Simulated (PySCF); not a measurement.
Input for PySCF: U-B3LYP/LANL2DZ on H6SiSn (SMILES [SiH3][SnH3]), a point of a bond scan (R = 2.964 Å).

```python
from pyscf import gto, scf, dft, mp
from pyscf.data.elements import chemcore

mol = gto.M(
    atom='''
    Sn   -0.61782741    0.06128438   -0.01104223
    Si    1.94433205   -0.19286485    0.03475042
    H    -1.31526903   -0.97677330   -1.18186460
    H    -1.06686420    1.66906744   -0.39602690
    H    -1.29897929   -0.32715219    1.51210016
    H     2.67818651   -2.98572579    0.70378186
    H     2.52737364    0.71260904    1.05295175
    H     2.51320142    0.14743305   -1.29082092
    ''',
    basis='lanl2dz',
    ecp={'Si': 'lanl2dz', 'Sn': 'lanl2dz'},
    charge=0, spin=0, verbose=3, max_memory=1800)
mf = dft.UKS(mol, xc='b3lyp')
mf.conv_tol = 1e-8
mf.max_cycle = 100
mf.init_guess_breaksym = True
mf.kernel()
if not mf.converged:
    mf = mf.newton().run(mf.mo_coeff, mf.mo_occ)
for _ in range(4):
    mo, _, stable, _ = mf.stability(return_status=True)
    if stable:
        break
    mf.kernel(mf.make_rdm1(mo, mf.mo_occ))
```

Problem. What total energy does the run end on?

Solution. -10.6966 hartree. Its determinant has ⟨S²⟩ = 0.66, a mixture of spin states.
